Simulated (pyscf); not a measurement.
## H₃C–Ge(F)(F)–F (SMILES [CH3][Ge]([F])([F])[F]), singlet

Gas-phase minimum from PySCF at ωB97X-D3(BJ)/def2-SVP, one conformer. 

```
Ge
F 1 1.7200
F 1 1.7201 2 105.54
F 1 1.7203 2 105.48 3 -111.35
C 1 1.9096 2 113.01 4 -124.41
H 5 1.0988 1 109.55 2 179.35
H 5 1.0989 6 109.58 1 120.01
H 5 1.0990 6 109.55 7 120.13
```

Properties at ωB97X-D3(BJ)/def2-SVP:

```yaml
harmonic_wavenumbers_unscaled: 46, 172, 173, 242, 242, 279, 643, 750, 765, 766, 826, 826, 1290, 1437, 1437, 3094, 3213, 3214 cm⁻¹
zero_point_energy: 27.8 kcal/mol
rotational_symmetry_number: 3
Entropy of this conformer at 298 K and 1 atm, rigid rotor and harmonic oscillator, modes under 100 cm⁻¹ raised to 100: 335.5 J/(mol K)
dipole_moment: 3.63 D
```

Single-point totals, which compare only within one level:

```
level                   total energy (hartree)
----------------------  ----------------------
ωB97X-D3(BJ)/def2-TZVP             -2416.72701
PBE/def2-TZVP                      -2416.07939
r²SCAN/def2-TZVP                   -2416.58269
B3LYP-D3(BJ)/def2-TZVP             -2416.78995
PBE0-D3(BJ)/def2-TZVP              -2416.14165
M06-2X/def2-TZVP                   -2416.63095
ωB97M-D3(BJ)/def2-TZVP             -2416.81375
```

The lowest mode is so soft that the shape along it may change with the basis. Soft torsions are taken as harmonic, which can shift the entropy by several J/(mol K). Elements up to Kr have no core potential and no relativistic terms here.
